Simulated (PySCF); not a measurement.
## SMILES C#CC[C@@H]1OC[C@@H]1C, C₇H₁₀O

Cartesian coordinates in Å; atom numbers follow the order of the lines, from 1:
```xyz
18

C     2.438    0.451   -1.933
C     1.766   -0.276   -1.260
C     0.959   -1.143   -0.429
C     0.518   -0.435    0.852
O    -0.302   -1.266    1.685
C    -1.379   -0.327    1.674
C    -0.593    0.634    0.772
C    -1.205    0.950   -0.580
H     3.028    1.077   -2.533
H     0.086   -1.488   -0.987
H     1.545   -2.021   -0.143
H     1.408   -0.098    1.401
H    -1.607    0.038    2.679
H    -2.282   -0.755    1.229
H    -0.310    1.562    1.271
H    -0.456    1.386   -1.237
H    -2.019    1.661   -0.454
H    -1.604    0.056   -1.053
```

Theory: TDDFT BHandHLYP/def2-SVPD circular dichroism and optical rotation, one conformer, gas phase (PySCF). Geometry: GFN2-xTB.

The molecule is flexible and this is one conformer; a measurement averages over conformers.

Question: What are the CIP labels of the stereocentres?

Answer: C4 S, C7 S.

Question: List the lowest 8 singlet excitations with oscillator and rotatory strengths.

Answer: Rotatory strengths R in 10⁻⁴⁰ esu² cm², velocity form and length form (origin at the centre of mass); f in length form.
```
state  E (eV)  λ (nm)       f  R (velocity)  R (length)                                    main
    1    6.60     188   9e-05          +0.4        +0.4  HOMO−1→LUMO+4 0.18, HOMO−1→LUMO+3 0.13
    2    6.88     180   0.002          +1.3        +1.3  HOMO−1→LUMO+4 0.16, HOMO−1→LUMO+5 0.14
    3    6.89     180  0.0007          -0.2        -0.2    HOMO−2→LUMO+5 0.14, HOMO→LUMO+4 0.14
    4    7.62     163   0.018         +24.5       +23.4        HOMO→LUMO 0.64, HOMO→LUMO+2 0.10
    5    7.77     160   0.020         +34.1       +29.9      HOMO→LUMO+1 0.20, HOMO−1→LUMO 0.17
    6    7.84     158   0.042         -23.1       -18.1    HOMO−1→LUMO 0.52, HOMO−1→LUMO+1 0.17
    7    8.05     154   0.003         -35.7       -32.7      HOMO−2→LUMO 0.36, HOMO→LUMO+1 0.25
    8    8.28     150   0.010         -16.6       -19.1      HOMO→LUMO+2 0.45, HOMO→LUMO+3 0.31
```

Among the states computed, the strongest CD band (largest |R|) is state 7. The largest dissymmetry factor in size, g = 4R/(D+G), with D and G the electric and magnetic dipole strengths, is -0.1 for state 7 (velocity form, f = 0.004), among bands with |R| over 0.5. The mirror image has the same energies and oscillator strengths and all R with the opposite sign.
